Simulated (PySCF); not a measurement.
`InChI=1S/C5H6O3/c1-2-4(3-6)5(7)8/h2-3H,1H3,(H,7,8)/b4-2+`

Molfile (atoms numbered from 1):
```
C5H6O3
     RDKit          3D

 14 13  0  0  0  0  0  0  0  0999 V2000
   -2.1229   -0.1112    0.4309 C   0  0  0  0  0  0  0  0  0  0  0  0
   -0.7336    0.3160    0.6720 C   0  0  0  0  0  0  0  0  0  0  0  0
    0.3434    0.0125   -0.0858 C   0  0  0  0  0  0  0  0  0  0  0  0
    0.2988   -0.8578   -1.2674 C   0  0  0  0  0  0  0  0  0  0  0  0
   -0.7039   -1.2584   -1.8051 O   0  0  0  0  0  0  0  0  0  0  0  0
    1.6507    0.5708    0.3420 C   0  0  0  0  0  0  0  0  0  0  0  0
    1.7990    1.2906    1.2981 O   0  0  0  0  0  0  0  0  0  0  0  0
    2.6780    0.2124   -0.4404 O   0  0  0  0  0  0  0  0  0  0  0  0
   -2.1609   -1.0555   -0.1077 H   0  0  0  0  0  0  0  0  0  0  0  0
   -2.6804   -0.1714    1.3625 H   0  0  0  0  0  0  0  0  0  0  0  0
   -2.6102    0.6317   -0.2037 H   0  0  0  0  0  0  0  0  0  0  0  0
   -0.5503    0.9428    1.5388 H   0  0  0  0  0  0  0  0  0  0  0  0
    1.2958   -1.1417   -1.6444 H   0  0  0  0  0  0  0  0  0  0  0  0
    3.4959    0.6187   -0.1120 H   0  0  0  0  0  0  0  0  0  0  0  0
  1  2  1  0
  2  3  2  0
  3  4  1  0
  4  5  2  0
  3  6  1  0
  6  7  2  0
  6  8  1  0
  1  9  1  0
  1 10  1  0
  1 11  1  0
  2 12  1  0
  4 13  1  0
  8 14  1  0
M  END
```

Computed, not measured: quadratic response PBE0/def2-SVPD first hyperpolarisability, Taylor convention, gas phase (PySCF 2.14.0). Geometry: GFN2-xTB.

**Question.** What is the first hyperpolarisability, and how does it disperse?

**Answer.** In au, Taylor convention; the vector part is βᵢ = ⅓ Σⱼ (βᵢⱼⱼ + βⱼᵢⱼ + βⱼⱼᵢ); β∥ is 3/5 of the vector part along the dipole, the dipole points from − to +:
| process | λ (nm) | β vector norm | β∥ | β HRS | depolarisation ratio |
| --- | --- | --- | --- | --- | --- |
| static β(0;0,0) | ∞ | 274.5 | -50.8 | 129.9 | 3.52 |
| second harmonic β(−2ω;ω,ω) | 1064 | 342.1 | -57.6 | 159.3 | 3.57 |
| Pockels β(−ω;ω,0) | 1064 | 294.5 | -52.9 | – | – |

**Question.** Which lowest excitations, dipole and polarisabilities go with it?

**Answer.** S1 3.35 eV (f = 0.000); S2 4.68 eV (f = 0.000); S3 5.34 eV (f = 0.087); dipole 0.95 D; isotropic α 71.6 au static, 72.4 au at 1064 nm, 75.1 au at 532 nm.
